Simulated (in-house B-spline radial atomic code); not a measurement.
Spin-orbit splittings of orbital energies (j = l + 1/2 less j = l - 1/2) and ratios of mean radii (lower j over upper j) along the 11-electron series, configuration [Ne] 3s1. Computed with a radial B-spline atomic code at the basis-set limit: Dirac-Hartree-Fock, average of the configuration, finite nuclei.

```csv
ion,Z,splitting of 2p (eV),radius ratio of 2p
Se23+,34,43.637,0.97919
Br24+,35,49.648,0.97793
Kr25+,36,56.272,0.97662
Rb26+,37,63.551,0.97527
Sr27+,38,71.531,0.97388
Zr29+,40,89.777,0.97097
Nb30+,41,100.14,0.96945
Mo31+,42,111.41,0.96789
Tc32+,43,123.62,0.96629
Ru33+,44,136.84,0.96464
Rh34+,45,?,?
Pd35+,46,?,?
Ag36+,47,?,?
Cd37+,48,201.04,0.95761
In38+,49,220.25,0.95574
Sn39+,50,240.85,0.95383
Sb40+,51,262.93,0.95186
```

Q: Fill in the row of Rh34+.

A: splitting of 2p (eV): 151.14; radius ratio of 2p: 0.96295.

Q: Fill in the row of Pd35+.

A: splitting of 2p (eV): 166.56; radius ratio of 2p: 0.96122.

Q: Fill in the row of Ag36+.

A: splitting of 2p (eV): 183.17; radius ratio of 2p: 0.95944.

Q: With what power of Z does the column «splitting of 2p (eV)» change over this range?

A: A fit of the logarithm of its size against log Z from Z = 34 to 51 has slope 4.43. An unscreened hydrogenic electron would give 4 at low Z; screening makes the apparent power larger near the neutral end, and relativity raises it again at high Z.
